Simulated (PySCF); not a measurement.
# Computed vibrations of [Tm(H2O)4]2+

[Tm(H2O)4]2+ (singlet in the valence; each metal's 4f electrons, 13 of them, lie in its core potential, out of spins and levels). PySCF 2.14.0, RKS PBE0, Tm lcecp-0-SVP with ECP59, O def2-SVP, H def2-SVP; non-relativistic Hamiltonian with scalar-relativistic core potentials where named; density fitting; no spin-orbit coupling. Central differences of gradients.

```xyz
13

Tm    0.0000    0.0000    0.0000
O     1.4430    1.4166    1.3528
H     2.2480    1.1692    1.8358
H     1.3485    2.3676    1.5260
O    -1.4429   -1.3529    1.4166
H    -1.3473   -1.5268    2.3679
H    -2.2499   -1.8343    1.1688
O     1.4430   -1.4166   -1.3528
H     1.3485   -2.3676   -1.5260
H     2.2480   -1.1692   -1.8358
O    -1.4429    1.3529   -1.4166
H    -2.2499    1.8343   -1.1688
H    -1.3473    1.5268   -2.3679
```

Run from Python with OMP_NUM_THREADS=2. Where DIIS fails, smearing, a level shift and second-order steps follow.
It took 3.6 min on 2 threads of Arm Neoverse V2, with other jobs on the host.

Problem. What are the harmonic wavenumbers and infrared intensities?

Solution. Negative numbers are unstable modes, those under 60 cm⁻¹ near the noise; a finer grid moves soft modes by up to 10 cm⁻¹.
```json
{"cm⁻¹": "-45", "km/mol": "–", "symmetry": ""}
{"cm⁻¹": "29", "km/mol": "0.2", "symmetry": ""}
{"cm⁻¹": "32", "km/mol": "4.4", "symmetry": ""}
{"cm⁻¹": "40", "km/mol": "3.9", "symmetry": ""}
{"cm⁻¹": "43", "km/mol": "0.5", "symmetry": ""}
{"cm⁻¹": "49", "km/mol": "4.2", "symmetry": ""}
{"cm⁻¹": "108", "km/mol": "0.1", "symmetry": ""}
{"cm⁻¹": "113", "km/mol": "0.3", "symmetry": ""}
{"cm⁻¹": "165", "km/mol": "0.1", "symmetry": ""}
{"cm⁻¹": "288", "km/mol": "0.0", "symmetry": ""}
{"cm⁻¹": "292", "km/mol": "2.3", "symmetry": ""}
{"cm⁻¹": "292", "km/mol": "2.3", "symmetry": ""}
{"cm⁻¹": "293", "km/mol": "2.9", "symmetry": ""}
{"cm⁻¹": "473", "km/mol": "51.1", "symmetry": ""}
{"cm⁻¹": "476", "km/mol": "1.0", "symmetry": ""}
{"cm⁻¹": "479", "km/mol": "67.3", "symmetry": ""}
{"cm⁻¹": "503", "km/mol": "36.3", "symmetry": ""}
{"cm⁻¹": "505", "km/mol": "52.2", "symmetry": ""}
{"cm⁻¹": "512", "km/mol": "513.9", "symmetry": ""}
{"cm⁻¹": "518", "km/mol": "500.5", "symmetry": ""}
{"cm⁻¹": "521", "km/mol": "421.4", "symmetry": ""}
{"cm⁻¹": "1672", "km/mol": "135.9", "symmetry": ""}
{"cm⁻¹": "1672", "km/mol": "143.7", "symmetry": ""}
{"cm⁻¹": "1672", "km/mol": "136.1", "symmetry": ""}
{"cm⁻¹": "1674", "km/mol": "4.4", "symmetry": ""}
{"cm⁻¹": "3780", "km/mol": "246.5", "symmetry": ""}
{"cm⁻¹": "3782", "km/mol": "200.5", "symmetry": ""}
{"cm⁻¹": "3791", "km/mol": "258.7", "symmetry": ""}
{"cm⁻¹": "3794", "km/mol": "62.2", "symmetry": ""}
{"cm⁻¹": "3844", "km/mol": "327.5", "symmetry": ""}
{"cm⁻¹": "3844", "km/mol": "150.3", "symmetry": ""}
{"cm⁻¹": "3854", "km/mol": "314.9", "symmetry": ""}
{"cm⁻¹": "3855", "km/mol": "200.4", "symmetry": ""}
```

Problem. Is this a minimum?

Solution. Probably not: 1 unstable, though so soft as to be near the noise; the lowest moves the atoms so:
```
Tm   0.00 -0.01  0.01
O    0.01  0.05 -0.05
H   -0.26 -0.01  0.35
H    0.24  0.15 -0.47
O   -0.03  0.00 -0.01
H   -0.05  0.00  0.00
H   -0.04  0.01 -0.02
O   -0.01  0.05 -0.05
H   -0.24  0.15 -0.47
H    0.26 -0.01  0.35
O    0.03  0.00 -0.01
H    0.04  0.01 -0.02
H    0.05  0.00  0.00
```

An lcecp potential fixes the number of 4f electrons, so in runs with it no electron can move into or out of that shell.
